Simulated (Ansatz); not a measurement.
Consider the ligand exchange at the Si–N bond: `CN[SiH](F)Br` + H–F → `F[SiH](F)Br` + CH₃NH₂.

Isolated molecules relaxed with PBE0-D4/def2-TZVP in Ansatz; ΔE leaves out vibrations. CBS: MP2 limit from def2 TZ/QZ plus the TZ coupled-cluster correction, frozen cores. This one scheme is used for every species. DFT in def2-TZVPP. B3LYP here is the variant with VWN-RPA as its local correlation; programs differ in this. For Br outer-core shells are correlated without core-valence functions, which leaves a few kJ/mol of doubt a bond. Scalar relativity is left out up to krypton. One conformer a species, not always the lowest.

`CN[SiH](F)Br`:

```xyz
10

C     1.013   -0.633   -0.779
N     0.516    0.058    0.393
Si   -1.064    0.538    0.715
F    -2.066   -0.669    1.001
Br   -1.937    1.552   -1.047
H     1.922   -0.159   -1.158
H     1.227   -1.688   -0.579
H     0.268   -0.588   -1.574
H     1.190    0.170    1.133
H    -1.069    1.418    1.895
```

H–F:

Cartesian coordinates in Å:
```
F -0.116 0.404 -0.186
H 0.116 -0.404 0.186
```

`F[SiH](F)Br`:

Z-matrix (Å, degrees):
```
Si
F 1 1.578
Br 1 2.183 2 109.1
F 1 1.578 2 107.6 3 118.2
H 1 1.466 2 109.7 3 -122.6
```

CH₃NH₂:

Cartesian coordinates in Å:
```
C -0.441 0.236 -0.270
N 0.478 -0.613 0.469
H -0.028 1.199 -0.603
H -1.317 0.446 0.349
H -0.796 -0.298 -1.154
H 0.811 -0.141 1.299
H 1.293 -0.828 -0.091
```

| level | ΔE (kJ/mol) | difference from CCSD(T)/CBS |
| --- | --- | --- |
| PBE-D4 | -67.2 | 1.8 |
| r2SCAN-D4 | -76.6 | -7.6 |
| PBE0-D4 | -66.4 | 2.6 |
| B3LYP-D4 | -71.7 | -2.7 |
| PBE | -74.2 | -5.2 |
| MP2/def2-TZVPP | -67.5 | 1.5 |
| SCS-MP2/def2-TZVPP | -73.5 | -4.5 |
| HF/def2-QZVPP | -91.3 | -22.3 |
| HF/CBS(def2) | -91.6 | -22.6 |
| MP2/CBS(def2) | -65.1 | 3.9 |
| CCSD(T)/CBS | -69.0 | 0 |

Largest T1 diagnostic among the species: 0.010.

In def2-TZVPP, CCSD(T) changes the Hartree–Fock value by +18.1 kJ/mol (the triples alone add +2.5 kJ/mol) and MP2 by +22.0 kJ/mol. The D4 term adds +11.1 kJ/mol with B3LYP and +6.3 kJ/mol with PBE0; it sums over pairs of atoms, weighted by their polarisabilities, and B3LYP, whose exchange is more repulsive, gets the larger term.
